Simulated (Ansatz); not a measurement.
Coupled-cluster run, C3H6BClO (`C=CB(Cl)CO`).

```yaml
crystal:
  periodic: [false, false, false]
  atoms:
    - {symbol: C, position_ang: [-0.302484, -2.212731, 0.437881]}
    - {symbol: C, position_ang: [0.179677, -0.968168, 0.429014]}
    - {symbol: B, position_ang: [-0.255222, 0.118404, -0.573255]}
    - {symbol: Cl, position_ang: [-1.330551, -0.283750, -1.915077]}
    - {symbol: C, position_ang: [0.206804, 1.614535, -0.486950]}
    - {symbol: O, position_ang: [1.016016, 1.962810, 0.625216]}
    - {symbol: H, position_ang: [0.019778, -2.954099, 1.162899]}
    - {symbol: H, position_ang: [-1.044306, -2.531977, -0.288133]}
    - {symbol: H, position_ang: [0.924277, -0.700147, 1.176386]}
    - {symbol: H, position_ang: [0.806820, 1.826433, -1.381799]}
    - {symbol: H, position_ang: [-0.663385, 2.284138, -0.580103]}
    - {symbol: H, position_ang: [0.519675, 1.789553, 1.428019]}
basis:
  gaussian: {orbitals: def2-TZVPP}
correlation: {method: ccsd_t}
```

```sh
$ ansatz run in.yaml --threads 4 --pin off --events-out ev --progress --plain --max-ram 10444MiB
```

Output of Ansatz, abridged:

```
Functional definition: HF
  name "HF"
  cite "Fock, Z. Phys. 61, 126 (1930) doi:10.1007/BF01340294"
  parent pbe
  exchange = exact_x
  correlation = 0
1686 factors; integrals over basis functions are off by at most 9.5e-4 eV
mean field evaluation 1: about -18397.9079 eV, gradient 4.0e1 eV
mean field evaluation 2: about -18398.1932 eV, gradient 4.0e1 eV
mean field evaluation 4: about -18401.9802 eV, gradient 4.8e0 eV
mean field evaluation 8: about -18402.0487 eV, gradient 2.6e-1 eV
mean field -18402.04906269 eV, -676.2628296971 hartree, gradient 2.7e-6 eV, S^2 0.000000; 0 other end points of the search recorded, 0 dependent functions left out; unrestricted orbitals would lower it
10 core orbitals not correlated: weight in the atoms' cores, before any rotation towards them, 1.000 or more for the frozen orbitals, at most 0.000 for the correlated occupied ones
reference -18402.04906269 eV, -676.2628296971 hartree; 17, 17 occupied and 254, 254 virtual orbitals, 1686 factors
second order -27.62110483 eV of doubles, -0.00000000 eV of singles
cycle   1  -28.21608484 eV  change   -5.9e-1 eV  update   1.1e-1
cycle   2  -28.86201539 eV  change   -6.5e-1 eV  update   3.1e-2
cycle   3  -28.99741829 eV  change   -1.4e-1 eV  update   1.6e-2
cycle   4  -28.98541897 eV  change    1.2e-2 eV  update   4.3e-3
cycle   5  -28.98491221 eV  change    5.1e-4 eV  update   2.1e-3
cycle   6  -28.98580435 eV  change   -8.9e-4 eV  update   7.3e-4
cycle   7  -28.98553349 eV  change    2.7e-4 eV  update   3.4e-4
cycle   8  -28.98545921 eV  change    7.4e-5 eV  update   1.2e-4
cycle   9  -28.98551143 eV  change   -5.2e-5 eV  update   5.0e-5
cycle  10  -28.98551041 eV  change    1.0e-6 eV  update   1.6e-5
perturbative correction -1.24762325 eV, -0.0458493088 hartree
Total energy: -18432.28219635 eV, -677.3738768663 hartree
```

Hardware: 4 threads of an Arm Neoverse V1 on a shared host. Wall time 5.6 min, peak host memory 8.4 GiB.

MP2 recovers 91.4 % of the CCSD(T) correlation energy and the triples give 4.1 %; T1 = 0.0115.
